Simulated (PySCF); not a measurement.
Polarisability and C₆ of Rh (rhodium, neutral)

[Kr] 4d8 5s1, high-spin 4F determinant. All numbers are calculated (PySCF 2.14, scalar relativity by spin-free X2C-1e, in aug-cc-pwCVTZ-DK (11s10p8d4f3g, 136 functions)). Coupled (time-dependent) response in atomic units; α is the mean over directions.

```
method  mean α (bohr³)  C₆ (like pair)  S(−4)
   UHF           89.25           805.8   7180
```

S(−4) is the Cauchy moment in α(ω) = α(0) + S(−4) ω² + …

Reference α: 66 ± 10 bohr³ (recommended; Schwerdtfeger and Nagle, table of static dipole polarizabilities (2023 update)). Published C₆: 708.0 (Gould and Bucko (2016)).

Spin-orbit coupling is absent.

Hartree-Fock lies above the reference because it lacks correlation, which contracts the outer shell.

α(iu) at UHF:

```json
{"u (hartree)": "0", "α(iu) (bohr³)": "89.25"}
{"u (hartree)": "0.0500", "α(iu) (bohr³)": "74.74"}
{"u (hartree)": "0.100", "α(iu) (bohr³)": "52.27"}
{"u (hartree)": "0.200", "α(iu) (bohr³)": "27.90"}
{"u (hartree)": "0.300", "α(iu) (bohr³)": "18.35"}
{"u (hartree)": "0.500", "α(iu) (bohr³)": "10.94"}
{"u (hartree)": "0.750", "α(iu) (bohr³)": "7.280"}
{"u (hartree)": "1.00", "α(iu) (bohr³)": "5.364"}
{"u (hartree)": "1.50", "α(iu) (bohr³)": "3.330"}
{"u (hartree)": "2.00", "α(iu) (bohr³)": "2.283"}
{"u (hartree)": "3.00", "α(iu) (bohr³)": "1.265"}
{"u (hartree)": "5.00", "α(iu) (bohr³)": "0.5549"}
```

A single London oscillator, α(iu) = α/(1 + u²/ω²), gives C₆ = (3/4) ω α². Matching the computed C₆ needs ω = 4 × 805.8 / (3 × 89.25²) = 0.135 hartree.
